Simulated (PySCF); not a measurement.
PySCF input (PW6B95/def2-TZVPD):

```python
from pyscf import gto, scf, dft

mol = gto.M(
    atom='''
    F    -1.43609504    0.77948595   -0.07780557
    C    -0.87843329   -0.49985824    0.23940508
    Cl    1.12717558   -0.17693865    0.00063329
    H    -0.96652992   -1.00826693   -0.74694631
    ''',
    basis='def2-tzvpd',
    charge=-1,
    spin=0,
    verbose=4,
)

mf = dft.RKS(mol, xc='pw6b95').density_fit(auxbasis='def2-universal-jkfit')
mf.grids.level = 3
mf.conv_tol = 1e-9
mf.max_cycle = 100
mf.max_memory = 1500
mf.kernel()
if not mf.converged:
    mf = mf.newton()
    mf.kernel(mf.make_rdm1())
mf.analyze()
```

Output:

```
PySCF version 2.14.0

[INPUT] verbose = 4
[INPUT] num. atoms = 4
[INPUT] num. electrons = 34
[INPUT] charge = -1
[INPUT] spin (= nelec alpha-beta = 2S) = 0
[INPUT] symmetry False subgroup None
[INPUT] Mole.unit = angstrom
[INPUT] Symbol           X                Y                Z      unit          X                Y                Z       unit  Magmom
[INPUT]  1 F     -1.436095040000   0.779485950000  -0.077805570000 AA   -2.713826314446   1.473014963446  -0.147031218266 Bohr   0.0
[INPUT]  2 C     -0.878433290000  -0.499858240000   0.239405080000 AA   -1.659998336801  -0.944595174707   0.452410034030 Bohr   0.0
[INPUT]  3 Cl     1.127175580000  -0.176938650000   0.000633290000 AA    2.130053140498  -0.334365589350   0.001196744657 Bohr   0.0
[INPUT]  4 H     -0.966529920000  -1.008266930000  -0.746946310000 AA   -1.826476839998  -1.905348358156  -1.411523955654 Bohr   0.0

nuclear repulsion = 85.001243987932
number of shells = 48
number of NR pGTOs = 190
number of NR cGTOs = 132
basis = def2-tzvpd
ecp = {}

******** <class 'pyscf.df.df_jk.DFRKS'> ********
method = DFRKS
initial guess = minao
damping factor = 0
level_shift factor = 0
DIIS = <class 'pyscf.scf.diis.CDIIS'>
diis_start_cycle = 1
diis_space = 8
diis_damp = 0
SCF conv_tol = 1e-09
SCF conv_tol_grad = None
SCF max_cycles = 100
direct_scf = False
XC library pyscf.dft.libxc version 7.1.2
    S. Lehtola, C. Steigemann, M. J. T. Oliveira, and M. A. L. Marques,  SoftwareX 7, 1–5 (2018)
XC functionals = pw6b95
    Y. Zhao and D. G. Truhlar,  J. Phys. Chem. A 109, 5656 (2005)
radial grids:
    Treutler-Ahlrichs [JCP 102, 346 (1995); DOI:10.1063/1.469408] (M4) radial grids

becke partition: Becke, JCP 88, 2547 (1988); DOI:10.1063/1.454033
pruning grids: <function nwchem_prune>
grids dens level: 3
symmetrized grids: False
atomic radii adjust function: <function treutler_atomic_radii_adjust>
small_rho_cutoff = 0
Set gradient conv threshold to 3.16228e-05
Initial guess from minao.
tot grids = 57072
******** <class 'pyscf.df.df.DF'> ********
auxbasis = def2-universal-jkfit
init E= -599.157867130685
  HOMO = -0.230952186574399  LUMO = -0.0631228808667359  gap/eV = 4.56687
cycle= 1 E= -599.225683101879  delta_E= -0.0678  |g|= 0.585  |ddm|= 1.35
  HOMO = 0.0269542572215721  LUMO = 0.170091850794636  gap/eV = 3.89497
cycle= 2 E= -599.152657088071  delta_E= 0.073  |g|= 0.938  |ddm|= 1.33
  HOMO = 0.00610891006616043  LUMO = 0.158391392777915  gap/eV = 4.14382
cycle= 3 E= -599.295178404227  delta_E= -0.143  |g|= 0.0872  |ddm|= 0.508
[...]
cycle= 11 E= -599.29710741618  delta_E= -7.2e-11  |g|= 4.04e-06  |ddm|= 4.55e-05
  HOMO = -0.01279374916313  LUMO = 0.149213206347671  gap/eV = 4.40843
Extra cycle  E= -599.297107416182  delta_E= -1.48e-12  |g|= 3.04e-06  |ddm|= 7.99e-06
converged SCF energy = -599.297107416182
**** SCF Summaries ****
Total Energy =                        -599.297107416181689
Nuclear Repulsion Energy =              85.001243987932028
One-electron Energy =                -1004.274372382877004
Two-electron Energy =                  319.976020978763245
Two-electron Coulomb Energy =          365.156319276184263
DFT Exchange-Correlation Energy =      -45.180298297421018
HOMO-LUMO gap [eV] =                     4.408433804329372
**** MO energy ****
MO #1   energy= -101.685778204546  occ= 2
MO #2   energy= -24.6521530052976  occ= 2
MO #3   energy= -10.1651291925034  occ= 2
MO #4   energy= -9.32505160383022  occ= 2
MO #5   energy= -7.05621828091552  occ= 2
MO #6   energy= -7.05166143194312  occ= 2
MO #7   energy= -7.05115729634865  occ= 2
MO #8   energy= -1.01374171253256  occ= 2
MO #9   energy= -0.603082222071528 occ= 2
MO #10  energy= -0.443891962313124 occ= 2
MO #11  energy= -0.288808588861101 occ= 2
MO #12  energy= -0.257708571569934 occ= 2
MO #13  energy= -0.236634710887136 occ= 2
MO #14  energy= -0.140927689412161 occ= 2
MO #15  energy= -0.111500210227035 occ= 2
MO #16  energy= -0.107608884440211 occ= 2
MO #17  energy= -0.01279374916313  occ= 2
MO #18  energy= 0.149213206347671  occ= 0
MO #19  energy= 0.167202773778265  occ= 0
MO #20  energy= 0.179588459177937  occ= 0
MO #21  energy= 0.190356723115125  occ= 0
MO #22  energy= 0.213900136660728  occ= 0
MO #23  energy= 0.233980863951972  occ= 0
MO #24  energy= 0.242897167159424  occ= 0
MO #25  energy= 0.24960637761105   occ= 0
MO #26  energy= 0.277620440540984  occ= 0
MO #27  energy= 0.302672941151706  occ= 0
MO #28  energy= 0.323136315346019  occ= 0
MO #29  energy= 0.368681462352317  occ= 0
MO #30  energy= 0.394516925320502  occ= 0
MO #31  energy= 0.399681422096694  occ= 0
MO #32  energy= 0.403877532175117  occ= 0
MO #33  energy= 0.423385409883988  occ= 0
MO #34  energy= 0.429894916920267  occ= 0
MO #35  energy= 0.442686733722504  occ= 0
MO #36  energy= 0.452155137989196  occ= 0
MO #37  energy= 0.462587063652021  occ= 0
MO #38  energy= 0.476927065384162  occ= 0
MO #39  energy= 0.493048245361011  occ= 0
MO #40  energy= 0.510555888276715  occ= 0
MO #41  energy= 0.517656744243098  occ= 0
MO #42  energy= 0.542509154335998  occ= 0
MO #43  energy= 0.604849923840416  occ= 0
MO #44  energy= 0.625999826653859  occ= 0
MO #45  energy= 0.643614066811546  occ= 0
MO #46  energy= 0.69454267099796   occ= 0
MO #47  energy= 0.753679102756723  occ= 0
MO #48  energy= 0.763984054009526  occ= 0
MO #49  energy= 0.783523160044081  occ= 0
MO #50  energy= 0.795668954532205  occ= 0
MO #51  energy= 0.814055638935481  occ= 0
MO #52  energy= 0.823169491931008  occ= 0
MO #53  energy= 0.826990680996861  occ= 0
MO #54  energy= 0.831622208071834  occ= 0
MO #55  energy= 0.847288470521943  occ= 0
MO #56  energy= 0.864800614901765  occ= 0
MO #57  energy= 0.891954846561985  occ= 0
MO #58  energy= 0.918872516244707  occ= 0
MO #59  energy= 0.941590923428689  occ= 0
MO #60  energy= 0.963963545657735  occ= 0
MO #61  energy= 1.08580423259335   occ= 0
MO #62  energy= 1.11936653808475   occ= 0
MO #63  energy= 1.13680617132501   occ= 0
MO #64  energy= 1.22016033312321   occ= 0
MO #65  energy= 1.28762475339213   occ= 0
MO #66  energy= 1.34246452629954   occ= 0
MO #67  energy= 1.36009962130015   occ= 0
MO #68  energy= 1.41297248850188   occ= 0
MO #69  energy= 1.47356934429283   occ= 0
MO #70  energy= 1.54577167193293   occ= 0
MO #71  energy= 1.79438311913756   occ= 0
MO #72  energy= 1.90384972944368   occ= 0
MO #73  energy= 1.93190209441957   occ= 0
MO #74  energy= 2.07480806803964   occ= 0
MO #75  energy= 2.11612467751419   occ= 0
MO #76  energy= 2.15324106289113   occ= 0
MO #77  energy= 2.17709080841585   occ= 0
MO #78  energy= 2.19955530267125   occ= 0
MO #79  energy= 2.20237229465013   occ= 0
MO #80  energy= 2.22020362095862   occ= 0
MO #81  energy= 2.23142890857824   occ= 0
MO #82  energy= 2.29773006236854   occ= 0
MO #83  energy= 2.31859366279574   occ= 0
MO #84  energy= 2.32623614424105   occ= 0
MO #85  energy= 2.34638258973752   occ= 0
MO #86  energy= 2.35721876125183   occ= 0
MO #87  energy= 2.38594102605234   occ= 0
MO #88  energy= 2.41616058308421   occ= 0
MO #89  energy= 2.50267309453293   occ= 0
MO #90  energy= 2.52872567823301   occ= 0
MO #91  energy= 2.57224347066559   occ= 0
MO #92  energy= 2.60715896595141   occ= 0
MO #93  energy= 2.67844848963543   occ= 0
MO #94  energy= 2.6898386653947    occ= 0
MO #95  energy= 2.79465315586152   occ= 0
MO #96  energy= 2.87492875781762   occ= 0
MO #97  energy= 2.95197410926611   occ= 0
MO #98  energy= 3.04476796365784   occ= 0
MO #99  energy= 3.17213916323606   occ= 0
MO #100 energy= 3.2503238627648    occ= 0
MO #101 energy= 3.29549340382187   occ= 0
MO #102 energy= 3.40131914975193   occ= 0
MO #103 energy= 3.41785601088051   occ= 0
MO #104 energy= 3.45403946493477   occ= 0
MO #105 energy= 3.55974655656242   occ= 0
MO #106 energy= 3.59107801907662   occ= 0
MO #107 energy= 3.67753079571146   occ= 0
[...]
```

It need not be the lowest isomer of its formula. Whether it binds its extra electron was not tested at this geometry.
